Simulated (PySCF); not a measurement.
Compound: C₇H₁₁NSi.
Atom-mapped SMILES: `[CH3:1][CH2:2][SiH2:3][C:4]1=[CH:5][C@@H:6]([C:7]#[N:8])[CH2:9]1`

Geometry (GFN2-xTB, Å), atoms numbered from 1 in this order:
```
atom  x, y, z in Å
C1    -3.533    0.202   -0.536
C2    -2.070   -0.164   -0.754
Si3   -0.944    0.434    0.656
C4     0.817   -0.067    0.259
C5     1.425   -0.737   -0.726
C6     2.813   -0.602   -0.141
C7     3.730    0.167   -0.930
N8     4.439    0.797   -1.570
C9     2.109    0.182    1.007
H10   -3.905   -0.240    0.386
H11   -3.654    1.280   -0.466
H12   -4.152   -0.155   -1.358
H13   -1.735    0.264   -1.701
H14   -1.988   -1.248   -0.861
H15   -1.330   -0.187    1.931
H16   -0.997    1.896    0.791
H17    1.099   -1.207   -1.635
H18    3.287   -1.539    0.164
H19    2.182   -0.292    1.984
H20    2.400    1.228    1.088
```

NICS is the negative of the GIAO shielding at a point without a nucleus: at the ring centre (0) and 1 Å above and below it (1); zz is the component along the ring normal. Level: GIAO PBE0/pcSseg-1 (PySCF, non-relativistic, gas phase) on the GFN2-xTB geometry, one conformer.

Ring bond lengths (Å), with Mayer bond orders in brackets: C4–C5 1.337 (1.76), C5–C6 1.512 (0.99), C6–C9 1.558 (0.99), C9–C4 1.514 (1.03).

**Question.** Give the NICS values of each ring in ppm.

**Answer.** 
```csv
ring,type,NICS(0),"NICS(1), two faces","NICS(1)zz, two faces",rms pucker (Å),"centre to ring atoms, mean (Å)"
C4–C5–C6–C9,"4-membered carbocycle; formal bonds 1 double, 3 single",3.5,-1.6 / -2.5,3.3 / 0.8,0.00,1.05
```

**Question.** What can be read from them?

**Answer.** 
- C4–C5–C6–C9: mean NICS(1)zz 2.0 ppm, near zero. C6, C9 have four or more neighbours; no verdict on aromaticity is drawn. NICS(0) lies 6 ppm above the mean NICS(1).

**Question.** List the ring angles and the Hirshfeld charges of the ring atoms.

**Answer.** 
- C4–C5–C6–C9: C4 93.4° (-0.086 e), C5 95.0° (-0.032 e), C6 85.2° (-0.006 e), C9 86.5° (-0.059 e); sum 360.0° against 360° for a flat convex ring.

**Question.** How shielded are the nuclei of the rings and their hydrogens (means over atoms taken as equivalent)?

**Answer.** 
```
atoms                      environment  σ isotropic (ppm)
   C4  fully substituted alkene carbon               23.1
   C5                 alkene CH carbon               31.8
   C6     sp3 carbon next to a nitrile              155.6
   C9                   allylic carbon              145.9
  H17                 vinylic hydrogen              24.99
  H18                 methine hydrogen              28.19
  H19               methylene hydrogen              28.74
  H20               methylene hydrogen              28.91
```
